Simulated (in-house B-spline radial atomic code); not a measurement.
Configurations of Tb IV (Tb3+), with energies counted from [Xe] 4f8. All numbers are computed (scalar-relativistic (X2C) BHandHLYP, spin-polarised, spherical fractional occupations, exact exchange averaged over the configuration; Fermi nucleus of rms radius 5.06 fm) with a radial B-spline atomic code at the basis-set limit, not measured. Shells without spins written out take the highest spin.

Occupations are held fixed; configurations that lie above the ionisation limit could autoionise.

| configuration | E - E(ref) (eV) | highest orbital | its <r> (bohr) |
| --- | --- | --- | --- |
| [Kr] 4d10 4f8 5s2 5p5 5d1 | 25.939 | 5d up | 2.062 |
| [Xe] 4f7 6f1 | 29.39 | 6f up | 7.384 |
| [Kr] 4d10 4f8 5s2 5p5 6d1 | 42.585 | 6d up | 4.712 |
| [Kr] 4d9 4f8 5s2 5p6 5d1 | 153.97 | 5d up | 2.027 |
| [Kr] 4d9 4f8 5s2 5p6 6d1 | 170.96 | 6d up | 4.66 |
| [Kr] 4d9 4f8 5s2 5p6 5f1 | 172.31 | 5f up | 4.165 |

Q: Order these further configurations by energy, lowest first.
A. [Xe] 4f7 6p1
B. [Kr] 4d10 4f8 5s2 5p5 5f1
C. [Kr] 4d10 4f8 5s2 5p5 6p1
D. [Xe] 4f7 6d1
E. [Xe] 4f7 5d1

A: E (6.1026 eV), A (15.603 eV), D (23.049 eV), C (35.232 eV), B (43.904 eV).

Q: How far above the reference does [Xe] 4f7 6s1 lie?

A: 9.7943 eV; its least bound orbital is 6s up with <r> = 2.982 bohr.
